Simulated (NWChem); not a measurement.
MgBrCl; SMILES [Cl][Mg][Br]

Program: NWChem. The geometry was optimised at PBE0/def2-SVP.

Diagonal of the polarisability tensor at B3LYP/def2-SVPD, static: 50.63, 75.80, 50.61 bohr³.

Find the mean polarisability volume, the molar refraction, and the refractive index that an ideal gas of it would have at 273.15 K and 1 atm.


1. Mean: one third of the trace = 59.01 bohr³ × 0.14818 Å³/bohr³ = 8.74 Å³.
2. Molar refraction (Lorentz-Lorenz): (4π/3) N_A α = 22.1 cm³/mol.
3. Number density p/kT = 2.687 × 10⁻⁵ Å⁻³; n − 1 = 2π N α = 14.76 × 10⁻⁴.
4. These hold the electronic response alone: vibrational and orientational terms add to the static dielectric constant.
